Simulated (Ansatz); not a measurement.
This geometry of ClFH₄Si₂Te (9 atoms, charge 0, multiplicity 1) is a first-order saddle point.

These are results of RKS PBE0/def2-SVP in Ansatz, not measurements.

```xyz
9
Properties=species:S:1:pos:R:3
F -1.455 0.888 1.682
Si -0.169 0.913 0.679
Te 1.877 0.351 2.015
Si -0.466 -0.729 -0.975
Cl -1.725 0.002 -2.454
H -0.095 2.299 0.139
H 2.356 -0.743 0.855
H -1.081 -1.943 -0.366
H 0.845 -1.084 -1.592
```

Which two structures does it join? (They come from a converged band through this point; their orientation in space is the band's.)

No bond is made or broken. The dihedral F1–Si2–Te3–H7 goes from 76 to -95°.

Initial state:

```xyz
9
Properties=species:S:1:pos:R:3
F -0.822 0.129 2.179
Si -0.229 0.754 0.791
Te 2.201 1.257 0.935
Si -0.667 -0.802 -0.907
Cl -0.165 0.116 -2.698
H -0.887 2.071 0.560
H 2.588 -0.358 0.807
H -2.105 -1.192 -0.956
H 0.174 -2.021 -0.729
```

Final state:

```xyz
9
Properties=species:S:1:pos:R:3
F -1.213 1.042 1.509
Si 0.035 0.645 0.538
Te 1.855 -0.529 1.783
Si -0.726 -0.825 -1.118
Cl -2.403 -0.029 -2.045
H 0.593 1.910 -0.016
H 2.684 0.899 1.992
H -1.083 -2.146 -0.523
H 0.347 -1.012 -2.136
```

How far does it lie above each of them?

0.088 eV above the first and 0.047 eV above the second. This is the barrier of this one path; another mechanism may lie lower.

The run took 6.5 min on 2 threads of Intel(R) Xeon(R) Platinum 8488C (Sapphire Rapids), on a shared host, peak memory 0.34 GiB.
